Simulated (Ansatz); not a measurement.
Two isomers of CH4FNOSi: A = `OC1(F)N[SiH2]1`, B = `C=N[SiH](O)F`.

Isolated molecules relaxed with PBE0-D4/def2-TZVP in Ansatz; ΔE leaves out vibrations. CCSD(T)/CBS adds triple-zeta CCSD(T) − MP2 to the extrapolated MP2 energy (def2 sets, frozen cores). Functionals use def2-TZVPP. B3LYP here is the variant with VWN-RPA as its local correlation; programs differ in this. Each species was taken in one conformer, which may not be the lowest.

(1) Which isomer does CCSD(T)/CBS put lower? Give the gap. (Best estimate.)

(2) Give E(B) − E(A) in kJ/mol with CCSD(T)/def2-SVP, LDA (SPW92), HF/def2-TZVPP, ωB97M-V, PBE0-D4, B3LYP, B2PLYP. (Best estimate.)

(3) Does the order hold for the free energy at 298.15 K (harmonic terms from PBE0-D4)? (An estimate is asked.)

Largest T1 diagnostic: 0.013.

Answers

(1) Computed: B, by 434.3 kJ/mol.

(2) Computed: CCSD(T)/def2-SVP -386.5, LDA (SPW92) -347.0, HF/def2-TZVPP -473.7, ωB97M-V -413.6, PBE0-D4 -390.4, B3LYP -424.2, B2PLYP -433.7. None reverses the order clearly.

(3) Computed: Yes: G(B) − G(A) = -435.4 kJ/mol, for one conformer each. Modes under 60 cm⁻¹, often nearly free rotors, make the harmonic entropy too high.

From r2SCAN to r2SCAN0 (25 % exact exchange), in def2-TZVPP and without D4, E(B) − E(A) moves by −5.8 kJ/mol. In def2-TZVPP, CCSD(T) changes the Hartree–Fock value by +42.5 kJ/mol (the triples alone add +6.0 kJ/mol) and MP2 by +35.5 kJ/mol.
